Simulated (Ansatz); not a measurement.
`C[SiH2][BH][GeH3]` + NH₃ → `N[BH][GeH3]` + `C[SiH3]` at 298.15 K and 1 bar (cleavage of the B–Si bond).

Isolated molecules relaxed with PBE0-D4/def2-TZVP in Ansatz; ΔE leaves out vibrations. CCSD(T)/CBS is the MP2 limit (def2-TZVPP, def2-QZVPP) plus CCSD(T) − MP2 in def2-TZVPP, frozen cores. This one scheme is used for every species. For Ge outer-core shells are correlated without core-valence functions, which leaves a few kJ/mol of doubt a bond. Scalar relativity is left out up to krypton. One conformer a species, not always the lowest.

```
            species  CCSD(T)/CBS energy (Eh)  H − E (kJ/mol)  S (J/(mol·K))
`C[SiH2][BH][GeH3]`              -2433.41459           256.7          388.7
                NH₃                -56.50880           100.5          192.4
      `N[BH][GeH3]`              -2159.24602           183.3          308.5
          `C[SiH3]`               -330.73916           173.3          255.5
```

H − E and S are ideal-gas, rigid-rotor, harmonic terms from PBE0-D4/def2-TZVP, for one conformer and one mirror image of each species. 1 Eh = 2625.50 kJ/mol, R = 8.31446 J/(mol·K).

Q: By hand: ΔE, ΔH, ΔS and ΔG.

A: ΔE = (-2159.24602) + (-330.73916) − (-2433.41459) − (-56.50880) = -0.06179 Eh = -162.2 kJ/mol. Δ(H − E) = 183.3 + 173.3 − 256.7 − 100.5 = -0.6, so ΔH = -162.8 kJ/mol. ΔS = 308.5 + 255.5 − 388.7 − 192.4 = -17.1 J/(mol·K). ΔG = -162.8 − 298.15 × (-17.1)/1000 = -157.7 kJ/mol.

Q: By hand: the equilibrium constant, and the temperature at which ΔG would vanish if ΔH and ΔS stayed fixed.

A: log₁₀ K = −ΔG/(RT ln 10) = 27.6. ΔG = 0 at ΔH/ΔS = 9520 K, far beyond where these terms or the molecules hold.

ΔH outweighs TΔS. A doubt of 5 kJ/mol in ΔE shifts log₁₀ K by 0.9 here. Other conformers and mirror images would add mixing entropy, several J/(mol·K) or more a flexible species. Modes under 60 cm⁻¹, often nearly free rotors, make the harmonic entropy too high. These are equilibria of isolated gas molecules and say nothing of rates. Largest T1 diagnostic: 0.013 (customary marks: 0.02 for closed shells, 0.045 for open ones).
